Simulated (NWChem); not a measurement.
System: C4H5F; SMILES C=C/C=C/F

NWChem input:

```
start job
memory heap 200 mb stack 900 mb global 1100 mb
geometry units angstroms noautosym nocenter noautoz
  C     -0.268389     2.451935     0.000000
  C      0.378164     1.277086     0.000000
  C     -0.276093    -0.021655     0.000000
  C      0.403516    -1.171580     0.000000
  F     -0.214384    -2.366373     0.000000
  H     -1.354577     2.506001     0.000000
  H      0.267724     3.395770     0.000000
  H      1.468474     1.271879     0.000000
  H     -1.363441    -0.058783     0.000000
  H      1.486201    -1.265385     0.000000
end
basis spherical
  * library 6-31g*
end
dft
  xc hfexch
  iterations 150
  mulliken
end
task dft energy
esp
  recalculate
  probe 0.07
  range 0.3
  factor 1.0
  spacing 0.02
end
task esp
```

Excerpt of the output:

```
             Northwest Computational Chemistry Package (NWChem) 7.3.0
             --------------------------------------------------------

                             Geometry "geometry" -> ""
                             -------------------------

 Output coordinates in angstroms (scale by  1.889725989 to convert to a.u.)

  No.       Tag          Charge          X              Y              Z
 ---- ---------------- ---------- -------------- -------------- --------------
    1 C                    6.0000    -0.26838900     2.45193500     0.00000000
    2 C                    6.0000     0.37816400     1.27708600     0.00000000
    3 C                    6.0000    -0.27609300    -0.02165500     0.00000000
    4 C                    6.0000     0.40351600    -1.17158000     0.00000000
    5 F                    9.0000    -0.21438400    -2.36637300     0.00000000
    6 H                    1.0000    -1.35457700     2.50600100     0.00000000
    7 H                    1.0000     0.26772400     3.39577000     0.00000000
    8 H                    1.0000     1.46847400     1.27187900     0.00000000
    9 H                    1.0000    -1.36344100    -0.05878300     0.00000000
   10 H                    1.0000     1.48620100    -1.26538500     0.00000000

 Effective nuclear repulsion energy (a.u.)     151.0838903028

  xc_inp: hfexch multiplicative factor not found.

                                 NWChem DFT Module
                                 -----------------

 Summary of "ao basis" -> "ao basis" (spherical)
 ------------------------------------------------------------------------------
       Tag                 Description            Shells   Functions and Types
 ---------------- ------------------------------  ------  ---------------------
 C                           6-31g*                  6       14   3s2p1d
 F                           6-31g*                  6       14   3s2p1d
 H                           6-31g*                  2        2   2s

            General Information
            -------------------
          SCF calculation type: DFT
          Wavefunction type:  closed shell.
          No. of atoms     :    10
          No. of electrons :    38
           Alpha electrons :    19
            Beta electrons :    19
          Charge           :     0
          Spin multiplicity:     1
          Use of symmetry is: off; symmetry adaption is: off
          Maximum number of iterations: 150
          AO basis - number of functions:    80
                     number of shells:    40
          Convergence on energy requested:  1.00D-06
          Convergence on density requested:  1.00D-05
          Convergence on gradient requested:  5.00D-04

              XC Information
              --------------
                     Hartree-Fock (Exact) Exchange  1.000

      Superposition of Atomic Density Guess
      -------------------------------------

 Sum of atomic energies:        -252.50451131

      Non-variational initial energy
      ------------------------------

 Total energy =    -255.130027
 1-e energy   =    -643.203640
 2-e energy   =     236.989723
 HOMO         =      -0.237445
 LUMO         =      -0.001178

     ---------------------------------------------
      Total Density - Mulliken Population Analysis
     ---------------------------------------------

    Atom       Charge   Shell Charges
 -----------   ------   -------------------------------------------------------
    1 C    6     6.57   2.00  0.74  2.00  0.63  1.18  0.03
    2 C    6     6.13   2.00  0.73  1.89  0.51  0.96  0.04
    3 C    6     6.38   2.00  0.74  2.01  0.53  1.07  0.03
    4 C    6     5.52   2.00  0.70  1.58  0.50  0.68  0.06
    5 F    9     9.45   2.00  0.94  3.38  1.01  2.10  0.01
    6 H    1     0.78   0.47  0.31
    7 H    1     0.78   0.47  0.31
    8 H    1     0.79   0.47  0.32
    9 H    1     0.78   0.46  0.32
   10 H    1     0.82   0.47  0.35

[...]

                     NWChem Electrostatic Potential Fit Module
                     -----------------------------------------

 Atom parameters

 Number of atoms is                                   10
 Number of basis functions is                         80

 Grid parameters

 Maximum number of grid points is                  39712
 Number of grid points is                          39711
 Grid range                                     0.300000 nm
 Grid spacing                                   0.020000 nm
 Probe radius                                   0.070000 nm
 Atom radius factor                             1.000000

 Atomic radii

    1    0.100000
    6    0.147000
    9    0.128000
 FASTESP  F
  using M.O. file = ./job.movecs

    Atom              Coordinates                           Charge

                                                  ESP

    1 C    -0.026839    0.245194    0.000000   -0.411724
    2 C     0.037816    0.127709    0.000000   -0.014053
    3 C    -0.027609   -0.002166    0.000000   -0.224400
    4 C     0.040352   -0.117158    0.000000    0.093164
    5 F    -0.021438   -0.236637    0.000000   -0.210787
    6 H    -0.135458    0.250600    0.000000    0.176423
    7 H     0.026772    0.339577    0.000000    0.157366
    8 H     0.146847    0.127188    0.000000    0.106643
    9 H    -0.136344   -0.005878    0.000000    0.185930
   10 H     0.148620   -0.126539    0.000000    0.141439
                                            ------------
                                                0.000000

 Dipole moment                                  0.630615

 Quadrupole moment Qxx                         11.202472
                   Qyy                         -9.231673
                   Qzz                         -1.970799

 RMS deviation kJ/mol                           0.068074

 RRMS %                                        38.108350
```

Level: Hartree-Fock/6-31G* (spherical d). Coordinates come from a B3LYP/6-31G* (spherical d) optimisation.
